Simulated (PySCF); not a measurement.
# Spinor energies of Cd³⁺ (cadmium, charge +3)

Start: [Kr] 4d8 5p1; 4d3/2 filled at m_j = -1/2, +1/2, +3/2; 4d5/2 filled at m_j = -3/2, -1/2, +1/2, +3/2, +5/2; 5p3/2 filled at m_j = +3/2. Calculated with PySCF 2.14 in x2c-TZVPall-2c with one added diffuse shell each of s, p, d type (9s10p8d1f, 86 functions): generalised Hartree-Fock with the X2C-1e Hamiltonian and a Gaussian nucleus; one run each with spin-orbit coupling (SO) switched off, then screened by Boettger's factors. This is a chosen level, not necessarily the ground level.

| spinor shell | electrons | ε, spin-free (eV) | ε, screened SO (eV) | weight of nominal j (screened SO) | rms radius, screened SO (bohr) |
| --- | --- | --- | --- | --- | --- |
| 1s1/2 | 2 | -26890.5 | -26888.3 | 1.000 | 0.0348 |
| 2s1/2 | 2 | -4118.7 | -4118.0 | 1.000 | 0.142 |
| 2p1/2 | 2 | -3693.1 | -3826.5 | 1.000 | 0.124 |
| 2p3/2 | 4 | -3693.1 | -3631.7 | 1.000 | 0.128 |
| 3s1/2 | 2 | -841.76 | -841.58 | 1.000 | 0.381 |
| 3p1/2 | 2 | -698.74 | -723.40 | 1.000 | 0.375 |
| 3d3/2 | 4 | -475.38 | -479.93 | 0.997 | 0.361 |
| 3d5/2 | 6 | -475.38 | -472.17 | 0.998 | 0.365 |
| 4s1/2 | 2 | -171.42 | -171.40 | 1.000 | 0.933 |
| 4p1/2 | 2 | -126.36 | -132.25 | 0.956 | 0.995 |
| 4p3/2 | 4 | -126.36 | -123.60 | 0.978 | 1.02 |
| 4d5/2 | 5 | -61.084 | -61.026 | 0.626 | 1.25 |
| 4d3/2 | 3 | -61.084 | -61.392 | 0.668 | 1.25 |
| 5p3/2 | 1 | -29.594 | -29.384 | 1.000 | 2.86 |

**Question.** Where does 3p3/2 lie, and what is the 3p spin-orbit splitting (screened SO)?

**Answer.** At -687.33 eV, 36.063 eV above 3p1/2.

| quantity | spin-free | screened SO |
| --- | --- | --- |
| E (hartree) | -5587.81936 | -5588.95532 |
| M_J | 11/2 | 11/2 |
| ⟨J²⟩ | 35.756 | 35.756 |
| ⟨L²⟩ | 20.005 | 20.120 |
| ⟨S²⟩ | 3.751 | 3.735 |

Each row is a mean over spinors that exchange with the open shell spreads, by up to 9.819 eV (4p3/2).

Rows whose weight is well below 1 are mixtures of j = l ± 1/2: exchange outweighs spin-orbit coupling there, and the label is only the starting occupation.

Breit and QED terms are absent; they matter most for the inner s and p1/2 levels.

Densities and radii are taken from the X2C orbitals without a picture-change correction, which distorts them close to the nucleus.

Without spin-orbit coupling the j labels of p, d and f shells carry no meaning; the spin-free column gives the mean over the occupied spinors of each nl shell.
